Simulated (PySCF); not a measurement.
Computed IR spectrum (relative IR intensity) of a molecule C2H3ClFNSi. Geometry: B3LYP-D3(BJ)/def2-SVP. One conformer was computed; it need not be the lowest. Level of theory: PySCF with B3LYP-D3(BJ)/def2-SVP. Frequencies are harmonic and unscaled.

Lines under 2 % of the strongest are left out, and lines within 2 cm⁻¹ are merged.

ν (cm⁻¹): 122 (vw), 242 (m), 267 (m), 295 (m), 309 (m), 357 (w), 396 (w), 532 (m), 654 (s), 747 (w), 758 (w), 824 (vs), 866 (vs), 958 (vs), 1524 (m), 2164 (m), 3455 (m), 3587 (m), 3688 (m) (against the strongest line: vs over 80 %, s over 45 %, m over 15 %, w over 4 %, vw less)

Q: Pick the molecule that these values belong to.
A. C#C[Si@@](N)(F)Cl
B. N#C[C@H](F)[SiH2]Cl
C. N#CC[Si@@H](F)Cl

A: A, C#C[Si@@](N)(F)Cl
